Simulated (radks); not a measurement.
Values are calculated unless marked as measured or tabulated.
Q: Numerical settings for the lanthanum ion La3+, [Xe]. Level of theory: Dirac Kohn-Sham, PBEsol, spin-unpolarised, spherical densities, point nucleus (a radial shooting solver on a logarithmic mesh with Libxc functionals). The defaults (mesh step 0.008 in ln r, mesh end at 40 bohr or more with all orbitals vanishing there, Anderson mixing 0.5 over 9 steps, residual threshold near 1e-9 with the energy settled to 1e-9 hartree or 1e-11 of itself, here a cap of 59 iterations) give E = -8492.9091 hartree and 5p3/2 at -43.928 eV in 14 iterations. Run on one thread of a shared host, so times are rough (Arm Neoverse N1): 0.18 s of CPU time, 0.18 s wall, 14 iterations on 2501 mesh points. One setting is changed at a time: mesh step in ln r 0.005; mesh step in ln r 0.003; mesh step in ln r 0.12; mesh end (bohr) 8; mesh end (bohr) 3; residual threshold 0.001; residual threshold 1e-05; mixing 1.5; linear mixing, mixing 0.8; linear mixing, mixing 0.05; mixing history 20; iteration cap 3. Which runs fail to converge, and which converge to a wrong energy?

A: Not converged within the cap: mesh step in ln r 0.12; linear mixing, mixing 0.05; iteration cap 3. Settings that end as converged yet miss the energy by more than 1 mhartree: mesh end (bohr) 3 (+0.779 hartree).
